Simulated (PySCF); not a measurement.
# Worked example: dipole moment from atomic charges

Ga(Cl)2(NH2) (Cl2GaH2N), SMILES [NH2][Ga]([Cl])[Cl]. Atoms are numbered in the order given.

```xyz
6

Ga     0.0000     0.0000    -0.2664
Cl     0.0000    -1.8365     0.8194
Cl     0.0000     1.8365     0.8194
N      0.0000     0.0000    -2.0546
H      0.0000     0.8460    -2.6095
H      0.0000    -0.8460    -2.6095
```
Charge 0, spin multiplicity 1.

Geometry: PBE0-D3(BJ)/def2-SVP. The structure was generated by enumeration; whether it is a known compound was not checked. Other conformers were not sampled.

Charges (e) from r2SCAN/def2-TZVP run with PySCF:

| atom | Mulliken | IAO |
|---|---|---|
| Ga1 | 0.619 | 0.845 |
| Cl2 | -0.261 | -0.302 |
| Cl3 | -0.261 | -0.302 |
| N4 | -0.605 | -0.815 |
| H5 | 0.255 | 0.287 |
| H6 | 0.255 | 0.287 |

The dipole moment of the full density is 2.75 D.

### Question
What dipole moment does each set of point charges give, and which comes closer to that of the density?

### Answer

μ = Σ q r, and 1 e Å = 4.8032 D.
Mulliken: Σ q r = (0.000, 0.000, -0.680) e Å, |μ| = 3.27 D.
IAO: Σ q r = (0.000, 0.000, -0.543) e Å, |μ| = 2.61 D.
IAO comes closer in size. Point charges leave out the atoms' own dipoles (lone pairs, polarised bonds); fits to the potential absorb them, partitions of the density don't.
